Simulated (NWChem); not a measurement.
Species: SnHF$_{3}$; SMILES [F][SnH]([F])[F]

```xyz
5

Sn     0.0000     0.0000    -0.2228
F      1.6256     0.6686     0.5380
F     -1.3918     1.0735     0.5380
F     -0.2338    -1.7421     0.5380
H      0.0000     0.0000    -1.9120
```
Atoms are numbered in this order, from 1.

Program: NWChem. STO-3G and 3-21G are far too small for this property and stand as cheap habits. The geometry was optimised at PBE0/def2-SVP. def2 effective core potentials on Sn; no spin-orbit coupling. B3LYP is NWChem's, with the RPA form of VWN correlation. Field at 589 nm.

Problem. Order these by “isotropic polarisability (bohr³)”, lowest first: B3LYP/def2-SVPD (core potentials); B3LYP/def2-SVP (core potentials); B3LYP/STO-3G (all-electron, non-relativistic).

Solution. B3LYP/STO-3G (all-electron, non-relativistic) (16.4), B3LYP/def2-SVP (core potentials) (28.1), B3LYP/def2-SVPD (core potentials) (36.8)
